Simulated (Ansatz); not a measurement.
`[F][Nb]([F])([F])=[S]` + NH₃ → `[NH2][Nb]([F])([F])=[S]` + H–F at 500 K and 1 bar (ligand exchange at the Nb–F bond).

Program: Ansatz. Geometries: PBE0-D4/def2-TZVP. ΔE: electronic, gas phase. CCSD(T)/CBS adds triple-zeta CCSD(T) − MP2 to the extrapolated MP2 energy (def2 sets, frozen cores). This one scheme is used for every species. def2 core potentials past Kr. For Nb outer-core shells are correlated without core-valence functions, which leaves a few kJ/mol of doubt a bond. Each species was taken in one conformer, which may not be the lowest.

| species | CCSD(T)/CBS energy (Eh) | H − E (kJ/mol) | S (J/(mol·K)) |
| --- | --- | --- | --- |
| `[F][Nb]([F])([F])=[S]` | -754.30397 | 59.7 | 380.3 |
| NH₃ | -56.50880 | 108.2 | 211.8 |
| `[NH2][Nb]([F])([F])=[S]` | -710.39583 | 126.6 | 410.7 |
| H–F | -100.39570 | 39.4 | 188.7 |

H − E and S are ideal-gas, rigid-rotor, harmonic terms from PBE0-D4/def2-TZVP, for one conformer and one mirror image of each species. 1 Eh = 2625.50 kJ/mol, R = 8.31446 J/(mol·K).

Problem. By hand: ΔE, ΔH, ΔS and ΔG.

Solution. ΔE = (-710.39583) + (-100.39570) − (-754.30397) − (-56.50880) = 0.02124 Eh = 55.8 kJ/mol. Δ(H − E) = 126.6 + 39.4 − 59.7 − 108.2 = -1.9, so ΔH = 53.9 kJ/mol. ΔS = 410.7 + 188.7 − 380.3 − 211.8 = 7.3 J/(mol·K). ΔG = 53.9 − 500 × (7.3)/1000 = 50.2 kJ/mol.

Problem. By hand: the equilibrium constant, and the temperature at which ΔG would vanish if ΔH and ΔS stayed fixed.

Solution. log₁₀ K = −ΔG/(RT ln 10) = -5.2. ΔG = 0 at ΔH/ΔS = 7384 K, far beyond where these terms or the molecules hold.

The number of gas molecules stays the same, so ΔS is small and ΔH decides. A doubt of 5 kJ/mol in ΔE shifts log₁₀ K by 0.5 here. Other conformers and mirror images would add mixing entropy, several J/(mol·K) or more a flexible species. These are equilibria of isolated gas molecules and say nothing of rates. Largest T1 diagnostic: 0.023 (customary marks: 0.02 for closed shells, 0.045 for open ones).
